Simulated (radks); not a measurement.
Cu3+, configuration [Ne] 3s1.75 3p6 3d8 4s0.25 (fractional occupations, a model configuration). All-electron calculation, non-relativistic Kohn-Sham, TPSS, spin-unpolarised, spherical densities, point nucleus; meta-GGA in the generalised Kohn-Sham scheme. Program: a radial shooting solver on a logarithmic mesh with Libxc functionals.

Unscreened Slater integrals over Kohn-Sham orbitals (eV). Empty in this configuration: 4p.

| integral | value |
|---|---|
| F0(4s,4s) | 11.733 |
| F0(4s,3d) | 14.748 |
| G2(4s,3d) | 1.6130 |
| F0(4s,3p) | 14.963 |
| G1(4s,3p) | 1.0386 |
| F0(4s,3s) | 15.010 |
| G0(4s,3s) | 0.75627 |
| F0(4s,4p) | 10.848 |
| G1(4s,4p) | 7.2843 |
| F0(3d,3d) | 29.919 |
| F2(3d,3d) | 13.967 |
| F4(3d,3d) | 8.7137 |
| F0(3d,3p) | 31.419 |
| F2(3d,3p) | 14.941 |
| G1(3d,3p) | 18.394 |
| G3(3d,3p) | 11.222 |
| F0(3d,3s) | 31.888 |
| G2(3d,3s) | 13.956 |
| F0(3d,4p) | 13.001 |
| F2(3d,4p) | 2.9894 |
| G1(3d,4p) | 1.1741 |
| G3(3d,4p) | 1.0324 |
| F0(3p,3p) | 33.312 |
| F2(3p,3p) | 16.696 |
| F0(3p,3s) | 33.816 |
| G1(3p,3s) | 22.413 |
| F0(3p,4p) | 13.157 |
| F2(3p,4p) | 2.6231 |
| G0(3p,4p) | 0.67317 |
| G2(3p,4p) | 0.78016 |
| F0(3s,3s) | 34.369 |
| F0(3s,4p) | 13.190 |
| G1(3s,4p) | 0.75878 |
| F0(4p,4p) | 10.165 |
| F2(4p,4p) | 5.4294 |

Derived for the open shells (J is the average intra-shell exchange parameter used in DFT+U). 3d: Racah B = F2/49 - 5 F4/441 = 0.1863 eV, C = 35 F4/441 = 0.6916 eV, C/B = 3.71, F4/F2 = 0.624, J = (F2 + F4)/14 = 1.620 eV.
